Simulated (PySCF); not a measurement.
**Correlation energy of Ge+ (germanium, charge +1)**

[Ar] 3d10 4s2 4p1, 2P determinant. Calculation: PySCF 2.14, in cc-pVTZ-PP with ECP10MDF; scalar relativity through the core potential. Frozen: 3s2 3p6 3d10; 3 electrons correlated.

MP2 pair energies summed by pair of shells (mhartree):

```csv
pair,energy,share (%)
4s-4s,-21.20,56.5
4s-4p,-16.34,43.5
```

Total MP2 correlation energy: -37.54 mhartree.

Same-spin part -2.56 and opposite-spin part -34.98 mhartree; SCS-MP2 scales them by 1/3 and 6/5 to -42.83 mhartree.

```csv
level,correlation energy (mhartree)
CCSD,-51.25
(T),-0.78
CCSD(T),-52.03
```

Diagnostics: T1 = 0.010, D1 = 0.0239, largest double amplitude 0.093.

Is a single reference adequate?

Mostly. T1 lies below 0.03, but a double amplitude of this size points to a near-degeneracy that CCSD handles and MP2 describes poorly.
